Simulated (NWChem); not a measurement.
System: C$_{2}$H$_{8}$OSi; SMILES OC[SiH2]C

Output (shortened):

```
             Northwest Computational Chemistry Package (NWChem) 7.3.0
             --------------------------------------------------------

                             Geometry "geometry" -> ""
                             -------------------------

 Output coordinates in angstroms (scale by  1.889725989 to convert to a.u.)

  No.       Tag          Charge          X              Y              Z
 ---- ---------------- ---------- -------------- -------------- --------------
    1 C                    6.0000     0.98223200     1.58298100     0.13535800
    2 Si                  14.0000    -0.61614500     0.64484800    -0.15699100
    3 C                    6.0000    -0.42040600    -1.15508100     0.41470500
    4 O                    8.0000     0.69343400    -1.69724800    -0.25952200
    5 H                    1.0000     0.94239600     2.59896300    -0.28544800
    6 H                    1.0000     1.20053600     1.66430900     1.21146400
    7 H                    1.0000     1.81154700     1.03812100    -0.34108700
    8 H                    1.0000    -0.97232100     0.66090700    -1.61036700
    9 H                    1.0000    -1.75400100     1.25186900     0.60845000
   10 H                    1.0000    -0.29448400    -1.16563100     1.51796100
   11 H                    1.0000    -1.35894500    -1.70803800     0.20410600
   12 H                    1.0000     0.80782500    -2.61161800     0.01764700

 Effective nuclear repulsion energy (a.u.)     172.9441139987

                                 NWChem DFT Module
                                 -----------------

 Summary of "ao basis" -> "ao basis" (spherical)
 ------------------------------------------------------------------------------
       Tag                 Description            Shells   Functions and Types
 ---------------- ------------------------------  ------  ---------------------
 C                           6-31g*                  6       14   3s2p1d
 Si                          6-31g*                  8       18   4s3p1d
 O                           6-31g*                  6       14   3s2p1d
 H                           6-31g*                  2        2   2s

 in cosmo_initialize ...
 calling solv_data for solv:ether

 solvent parameters
 solvname_short: ether
 solvname_long:  diethyl ether
 dielec:        4.2400
 dielecinf:     1.8295
 nonaqueous SMD model solvent descriptors
 dielec:        4.2400
 sola:          0.0000
 solb:          0.4100
 solc:          0.0000
 solg:         23.9600
 solh:          0.0000
 soln:          1.3526

          ---------------
          -cosmo- solvent
          ---------------
 Cosmo: York-Karplus, doi: 10.1021/jp992097l
 dielectric constant -eps-     =   4.24
 screen = (eps-1)/(eps    )    =   0.76415
 surface charge correction     = lagrangian

   van der Waals surface
 --------------------------

 ---------- ATOMIC COORDINATES (A.U.) ------------ VDWR(ANG.) --
     1    1.85614934    2.99140034    0.25578953     1.850
     2   -1.16434522    1.21858602   -0.29666997     2.470
     3   -0.79445214   -2.18278658    0.78367882     1.850
     4    1.31040025   -3.20733365   -0.49042547     2.294
     5    1.78087021    4.91132792   -0.53941850     1.200
     6    2.26868408    3.14508797    2.28933501     1.200
     7    3.42332745    1.96176423   -0.64456097     1.200
     8   -1.83742026    1.24893313   -3.04315237     1.200
     9   -3.31458127    2.36568938    1.14980378     1.200
    10   -0.55649407   -2.20272319    2.86853035     1.200
    11   -2.56803368   -3.22772380    0.38570441     1.200
    12    1.52656790   -4.93524241    0.03334799     1.200
 number of segments per atom =        128
 number of   points per atom =        128
 atom (   nspa,  nppa )
 ----------------------
    1 (     43,     0 )       0
    2 (     72,     0 )       0
    3 (     13,     0 )       0
    4 (     88,     0 )       0
    5 (     50,     0 )       0
    6 (     51,     0 )       0
    7 (     47,     0 )       0
    8 (     33,     0 )       0
    9 (     33,     0 )       0
   10 (     45,     0 )       0
   11 (     49,     0 )       0
   12 (      0,     0 )       0
 number of -cosmo- surface points =      524
 molecular surface =    130.700 angstrom**2
 molecular volume  =    120.785 angstrom**3
 -lineq- algorithm             =   0
 -bem- low  level              =   3
 -bem- from -octahedral-
 gaussian surface charge width =   4.50000
 degree of switching           =   1.00000
 switching function tolerance  =   0.00010
 atomic radii =
 --------------
    1  6.000  1.850
    2 14.000  2.470
    3  6.000  1.850
    4  8.000  2.294
    5  1.000  1.200
    6  1.000  1.200
    7  1.000  1.200
    8  1.000  1.200
    9  1.000  1.200
   10  1.000  1.200
   11  1.000  1.200
   12  1.000  1.200
 ...... end of -cosmo- initialization ......

 nat:                    12
 ixmem:                  7844
 calling mnsol_interface()
 G(SMD-CDS) energy (kcal/mol)  =    -1.074
 SMD-CDS SASA (angstrom**2)    =   150.513

            General Information
            -------------------
          SCF calculation type: DFT
          Wavefunction type:  closed shell.
          No. of atoms     :    12
          No. of electrons :    42
           Alpha electrons :    21
            Beta electrons :    21
          Charge           :     0
          Spin multiplicity:     1
          Use of symmetry is: off; symmetry adaption is: off
          Maximum number of iterations: 150
          AO basis - number of functions:    76
                     number of shells:    42
          Convergence on energy requested:  1.00D-06
          Convergence on density requested:  1.00D-05
          Convergence on gradient requested:  5.00D-04

              XC Information
              --------------
                       M05-2X Method XC Functional
                     Hartree-Fock (Exact) Exchange  0.560
                M05-2X metaGGA Exchange Functional  0.440
                      M05-2X Correlation Potential  1.000

             Grid Information
             ----------------
          Grid used for XC integration:  medium
          Radial quadrature: Mura-Knowles
          Angular quadrature: Lebedev.
          Tag              B.-S. Rad. Rad. Pts. Rad. Cut. Ang. Pts.
          ---              ---------- --------- --------- ---------
          C                   0.70       49          11.0       434
          Si                  1.10       88          10.0       590
          O                   0.60       49          11.0       434
          H                   0.35       45          12.0       434
          Grid pruning is: on
          Number of quadrature shells:   595
          Spatial weights used:  Erf1

      Superposition of Atomic Density Guess
      -------------------------------------

 Sum of atomic energies:        -442.87802836

      Non-variational initial energy
      ------------------------------

 Total energy =    -444.845077
 1-e energy   =    -952.022931
 2-e energy   =     334.233740
 HOMO         =      -0.327196
 LUMO         =       0.079129

   convergence    iter        energy       DeltaE   RMS-Dens  Diis-err
 ---------------- ----- ----------------- --------- --------- ---------
     COSMO gas phase
 d= 0,ls=0.0,diis     1   -445.6097962030 -6.19D+02  8.55D-03  4.22D-01
 d= 0,ls=0.0,diis     2   -445.6356704973 -2.59D-02  3.82D-03  2.61D-01
 d= 0,ls=0.0,diis     3   -445.6587363314 -2.31D-02  8.80D-04  1.62D-02
 d= 0,ls=0.0,diis     4   -445.6602552061 -1.52D-03  1.62D-04  1.99D-04
 d= 0,ls=0.0,diis     5   -445.6602785352 -2.33D-05  5.37D-05  3.05D-05
  Resetting Diis
 d= 0,ls=0.0,diis     6   -445.6602824392 -3.90D-06  1.68D-05  2.38D-06
 d= 0,ls=0.0,diis     7   -445.6602827788 -3.40D-07  3.56D-06  2.89D-08

   convergence    iter        energy       DeltaE   RMS-Dens  Diis-err
 ---------------- ----- ----------------- --------- --------- ---------
     COSMO solvation phase
 d= 0,ls=0.0,diis     1   -445.6658264318 -5.54D-03  8.38D-04  9.46D-04
 d= 0,ls=0.0,diis     2   -445.6660819647 -2.56D-04  1.71D-04  2.32D-04
 d= 0,ls=0.0,diis     3   -445.6661061119 -2.41D-05  9.31D-05  5.69D-05
 d= 0,ls=0.0,diis     4   -445.6661128813 -6.77D-06  3.16D-05  4.39D-06
 d= 0,ls=0.0,diis     5   -445.6661134779 -5.97D-07  7.44D-06  1.78D-07

         Total DFT energy =     -445.666113477940
      One electron energy =     -956.480826211106
           Coulomb energy =      381.162175027009
    Exchange-Corr. energy =      -43.338459131878
 Nuclear repulsion energy =      172.944113998738

             COSMO energy =        0.046882839298

 Numeric. integr. density =       41.999999503787

                                COSMO-SMD solvation results
                                ---------------------------

             internal energy in gas <Psi(g)|H|Psi(g)> =      -445.660282778771
         internal energy in solvent <Psi(s)|H|Psi(s)> =      -445.659956596858
                               delta internal energy  =         0.000326181913 (    0.20 kcal/mol)
   total free energy in solvent <Psi(s)|H+V/2|Psi(s)> =      -445.664401627432
 polarization energy contribution <Psi(s)|V/2|Psi(s)> =        -0.004445030574 (   -2.79 kcal/mol)
    total free energy in solvent including G(SMD-CDS) =      -445.666113477940
                       G(SMD-CDS) energy contribution =        -0.001711850508 (   -1.07 kcal/mol)
     1 M fixed-concentration free energy of solvation =        -0.005830699169 (   -3.66 kcal/mol)

                       DFT Final Molecular Orbital Analysis
                       ------------------------------------

 Vector   19  Occ=2.000000D+00  E=-3.741941D-01
              MO Center=  8.9D-02,  9.3D-01, -1.1D-01, r^2= 3.0D+00
   Bfn.  Coefficient  Atom+Function         Bfn.  Coefficient  Atom+Function
  ----- ------------  ---------------      ----- ------------  ---------------
    21     -0.342235   2 Si px                3      0.334189   1 C  px
     7      0.207270   1 C  px               68      0.158226   8 H  s
    17      0.144510   2 Si px                4      0.140218   1 C  py
    70      0.140911   9 H  s                67      0.138764   8 H  s
    23     -0.129630   2 Si pz               69      0.117901   9 H  s

 Vector   20  Occ=2.000000D+00  E=-3.446853D-01
              MO Center= -2.0D-01, -5.7D-01,  1.2D-01, r^2= 2.8D+00
   Bfn.  Coefficient  Atom+Function         Bfn.  Coefficient  Atom+Function
  ----- ------------  ---------------      ----- ------------  ---------------
    22      0.333399   2 Si py               36     -0.329670   3 C  py
    51     -0.220944   4 O  pz               40     -0.215055   3 C  py
    37      0.208238   3 C  pz               55     -0.178852   4 O  pz
    52      0.150074   4 O  s                50      0.147384   4 O  py
    72      0.144586  10 H  s                18     -0.136502   2 Si py

 Vector   21  Occ=2.000000D+00  E=-3.429356D-01
              MO Center=  2.2D-01, -1.3D+00,  3.3D-02, r^2= 2.2D+00
   Bfn.  Coefficient  Atom+Function         Bfn.  Coefficient  Atom+Function
  ----- ------------  ---------------      ----- ------------  ---------------
    51      0.363069   4 O  pz               49      0.326249   4 O  px
    55      0.294670   4 O  pz               53      0.268618   4 O  px
    74      0.207640  11 H  s                50      0.190964   4 O  py
    73      0.177205  11 H  s                72     -0.163180  10 H  s
    54      0.154946   4 O  py               35     -0.142446   3 C  px

 Vector   22  Occ=0.000000D+00  E= 9.291396D-02
              MO Center= -7.8D-01,  7.3D-01, -2.7D-01, r^2= 5.1D+00
   Bfn.  Coefficient  Atom+Function         Bfn.  Coefficient  Atom+Function
  ----- ------------  ---------------      ----- ------------  ---------------
    26     -1.111766   2 Si py                6      1.061810   1 C  s
    25     -0.835475   2 Si px               38     -0.708601   3 C  s
     7     -0.268141   1 C  px               76     -0.243547  12 H  s
    52      0.241913   4 O  s                27      0.161916   2 Si pz
    66     -0.157108   7 H  s                70     -0.152329   9 H  s

 Vector   23  Occ=0.000000D+00  E= 1.058079D-01
              MO Center= -2.0D-01, -1.6D-01, -8.0D-02, r^2= 5.7D+00
   Bfn.  Coefficient  Atom+Function         Bfn.  Coefficient  Atom+Function
  ----- ------------  ---------------      ----- ------------  ---------------
    38      0.958810   3 C  s                25     -0.819302   2 Si px
    26      0.809257   2 Si py               70     -0.583734   9 H  s
     6      0.551086   1 C  s                52      0.544769   4 O  s
    76     -0.459502  12 H  s                24     -0.433528   2 Si s
    40      0.391989   3 C  py               72     -0.281188  10 H  s

 Vector   24  Occ=0.000000D+00  E= 1.300288D-01
              MO Center= -4.1D-01,  5.3D-02,  4.2D-01, r^2= 5.6D+00
   Bfn.  Coefficient  Atom+Function         Bfn.  Coefficient  Atom+Function
  ----- ------------  ---------------      ----- ------------  ---------------
    27      1.285189   2 Si pz               68      0.961391   8 H  s
     6     -0.666867   1 C  s                52      0.572905   4 O  s
    76     -0.558531  12 H  s                25      0.504772   2 Si px
    38     -0.466080   3 C  s                70     -0.430508   9 H  s
    24      0.358321   2 Si s                39     -0.314718   3 C  px

     Multipole analysis of the density
     ---------------------------------

     L   x y z        total         alpha         beta         nuclear
     -   - - -        -----         -----         ----         -------
     0   0 0 0     -0.000000    -21.000000    -21.000000     42.000000

     1   1 0 0     -0.040766     -0.658119     -0.658119      1.275472
     1   0 1 0     -0.479681     -0.000006     -0.000006     -0.479669
     1   0 0 1      0.605861     -0.026878     -0.026878      0.659616

     2   2 0 0    -26.080682    -63.445694    -63.445694    100.810706
     2   1 1 0      0.775572     -1.949507     -1.949507      4.674586
     2   1 0 1      0.322639      0.121827      0.121827      0.078986
     2   0 2 0    -20.365876   -145.186841   -145.186841    270.007807
     2   0 1 1     -1.551321      1.060586      1.060586     -3.672493
     2   0 0 2    -25.786619    -28.964541    -28.964541     32.142462
```

Level: M05-2X/6-31G* (spherical d), SMD on the gas-phase geometry. Structure relaxed at the PBE0/def2-SVP level. Solvent: diethyl ether.

Problem. Reconstruct the input file.

Solution. One answer among several that fit: the input that was run:
```
start job
memory heap 200 mb stack 900 mb global 1100 mb
geometry units angstroms noautosym nocenter noautoz
  C      0.982232     1.582981     0.135358
  Si    -0.616145     0.644848    -0.156991
  C     -0.420406    -1.155081     0.414705
  O      0.693434    -1.697248    -0.259522
  H      0.942396     2.598963    -0.285448
  H      1.200536     1.664309     1.211464
  H      1.811547     1.038121    -0.341087
  H     -0.972321     0.660907    -1.610367
  H     -1.754001     1.251869     0.608450
  H     -0.294484    -1.165631     1.517961
  H     -1.358945    -1.708038     0.204106
  H      0.807825    -2.611618     0.017647
end
basis spherical
  * library 6-31g*
end
dft
  xc m05-2x
  iterations 150
end
cosmo
  do_cosmo_smd true
  solvent ether
end
task dft energy
```
